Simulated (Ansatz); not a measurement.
A nudged elastic band was laid between two geometries of AlGeH₇N₂ (11 atoms, charge 0, multiplicity 1).

The calculation used RKS CAM-B3LYP/def2-SVP (Ansatz).

```json
{"movable images": "5", "climbing image": "yes", "spring": "5.0 eV/Å²", "optimiser": "quadratic models (default)", "start path": "through a guess of the saddle point", "force threshold": "0.03 eV/Å", "iteration limit": "60", "end points": "relaxed"}
```

First end point:

```xyz
11
Properties=species:S:1:pos:R:3
N -1.440 1.426 0.373
Ge 0.268 1.007 -0.097
N 0.450 -1.000 0.609
Al 0.808 -1.106 -1.285
H -2.161 1.487 -0.335
H -1.662 1.964 1.202
H 1.123 1.691 1.003
H 1.170 -1.179 1.308
H -0.449 -1.312 0.979
H 2.341 -1.315 -1.611
H -0.383 -1.720 -2.124
```

Last end point:

```xyz
11
Properties=species:S:1:pos:R:3
N -1.149 1.318 -0.145
Ge 0.318 0.295 0.343
N -0.117 -0.920 1.661
Al 0.858 -0.657 -1.869
H -1.994 0.774 -0.310
H -1.384 2.090 0.474
H 1.308 1.351 0.890
H 0.293 -1.847 1.588
H -0.049 -0.600 2.624
H 2.207 -0.311 -2.628
H -0.226 -1.550 -2.607
```

(1) Which bonds break or form, and what moves?

(2) What energy profile does the band end with?

(3) What is the geometry of the highest image?

(4) What are the harmonic wavenumbers there?

Answers

(1) Bonds broken: N3–Al4. The height of N1 over the plane of its neighbours goes from -0.15 to 0.33 Å.

(2) The run converged. The highest image is number 3 of 0 to 6, 1.00 eV above the first end and 0.05 eV above the last; the last end lies 0.95 eV above the first. A vibrational analysis at the climbing image gives one clearly imaginary mode, 330i cm⁻¹: a first-order saddle point. The orbitals stay closed-shell, which can raise the energy where a bond breaks towards radicals; this wasn't checked here.

| image | path coordinate (Å) | energy (eV) | N3–Al4 (Å) | height of N1 over the plane of its neighbours (Å) |
| --- | --- | --- | --- | --- |
| 0 | 0.00 | 0.00 | 1.93 | -0.15 |
| 1 | 1.02 | 0.38 | 2.18 | -0.32 |
| 2 | 2.04 | 0.96 | 2.96 | -0.28 |
| 3 | 3.06 | 1.00 | 3.47 | -0.04 |
| 4 | 3.84 | 0.97 | 3.58 | 0.34 |
| 5 | 4.61 | 0.96 | 3.61 | 0.32 |
| 6 | 5.39 | 0.95 | 3.67 | 0.33 |

(3) 
```xyz
11
Properties=species:S:1:pos:R:3:forces:R:3
N -1.370 1.184 0.189 0.00 -0.01 -0.01
Ge 0.262 0.379 0.275 0.00 0.02 0.01
N 0.125 -0.998 1.511 0.00 0.02 -0.01
Al 0.845 -0.706 -1.876 0.00 0.00 -0.01
H -2.157 0.785 -0.305 0.00 0.01 0.01
H -1.540 2.117 0.539 0.00 0.00 0.01
H 1.189 1.530 0.756 0.00 0.00 -0.01
H 0.992 -1.493 1.712 -0.01 0.00 0.01
H -0.297 -0.710 2.392 0.01 -0.02 0.00
H 2.317 -1.190 -2.225 0.00 -0.01 0.01
H -0.300 -0.957 -2.947 0.00 0.00 0.00
```

(4) 330i, 52, 98, 124, 182, 208, 309, 332, 429, 549, 564, 657, 670, 720, 763, 806, 860, 882, 1527, 1542, 1931, 1938, 2072, 3534, 3627, 3631, 3738 cm⁻¹.

Time of the run: 6.9 min on 2 threads of Arm Neoverse V1, on a shared host, peak memory 0.34 GiB.
